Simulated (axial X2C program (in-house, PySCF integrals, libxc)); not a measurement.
HInF: properties at the nuclei

Computed with an axial X2C code built on PySCF integrals: two-component X2C with atomic mean-field Coulomb and Gaunt terms, Gaussian nuclei, basis H dyall-v3z, In dyall-v3z, F dyall-av3z with contracted cores.

H–In–F held linear, with bonds 2.009 and 2.021 Å (near the PBE0 minimum at charge 0 of the determinant lowest at the starting distance; the state shown can have its own minimum elsewhere, held linear; other orders of the atoms were not compared).

Determinant lowest in the PBE0 search, Ω = 1/2 (⟨Sz⟩ = 0.50, ⟨Lz⟩ = 0.00 at PBE0), spin on the atoms H 0.30, In 0.18, F 0.02:

| level | Eeff magnitude (GV/cm) | Ws magnitude In (kHz) | A∥/gI H (MHz) | qzz H (a.u.) | A∥/gI In (MHz) | qzz In (a.u.) | A∥/gI F (MHz) | qzz F (a.u.) | μ (D) |
| --- | --- | --- | --- | --- | --- | --- | --- | --- | --- |
| PBE0 | 4.56 | 5.32 | 153 | 0.02 | 4090 | -4.90 | 211 | 0.77 | -2.54 |
| HF | 7.37 | 8.64 | 177 | 0.03 | 4180 | -5.08 | 228 | 0.64 | -2.95 |
| r2SCAN | 4.59 | 5.35 | 168 | 0.02 | 3750 | -4.76 | 216 | 0.70 | -2.43 |

Determinant 1.97 eV from it at PBE0 and this distance, Ω = 3/2 (⟨Sz⟩ = 0.50, ⟨Lz⟩ = 1.00 at PBE0), spin on the atoms H -0.08, In 0.59, F -0.01:

```csv
level,Eeff magnitude (GV/cm),Ws magnitude In (kHz),A∥/gI H (MHz),qzz H (a.u.),A∥/gI In (MHz),qzz In (a.u.),A∥/gI F (MHz),qzz F (a.u.),μ (D)
PBE0,1.53,0.556,-12.3,0.02,856,-1.84,20.2,2.03,-2.65
HF,7.63,2.93,-47.6,0.03,2160,-2.61,35.8,1.61,-3.20
r2SCAN,1.85,0.678,-17,0.02,943,-1.54,24.6,2.02,-2.56
```

Eeff is the effective electric field on the electron electric dipole moment in this Ω state and Ws the scalar–pseudoscalar constant of the nucleus named (defined with the proton number Z and per Ω); A∥ (defined per Ω) follows by multiplying with gI = μI/(I μN); qzz is the electric field gradient, eQq0 = 234.96 MHz × Q/barn × qzz; μ is positive if the F end (last atom) is positive. The operators were transformed with the bare-nucleus X2C matrices; with these basis sets, hyperfine constants and field gradients can be off by tens of per cent, and where levels differ in sign neither size nor sign is settled.

(1) With gI(1H) = 5.5857, gI(115In) = 1.2313, Q(115In) = 0.772 barn, gI(19F) = 5.2577 (g factors from the IAEA table of nuclear moments by Stone; Q from Pyykkö, Mol. Phys. 2018), turn the PBE0 values of the first state into constants in MHz.

The molecule was held linear; bending was not examined, so a bent shape may lie lower.

Each state is one determinant with collinear spin. Unrestricted Hartree–Fock can overshoot spin polarisation at the nuclei. Where Eeff spreads by more than a factor of two the levels disagree and none is to be relied on. The search compared states at one distance, so a state with another bond length can lie lower. PBE0 term energies can be off by some tenths of an eV.

Answers

(1) A∥(1H) = 153 × 5.5857 = 855 MHz; A∥(115In) = 4090 × 1.2313 = 5040 MHz; eQq0(115In) = 234.96 × (0.772) × (-4.90) = -889 MHz; A∥(19F) = 211 × 5.2577 = 1110 MHz.
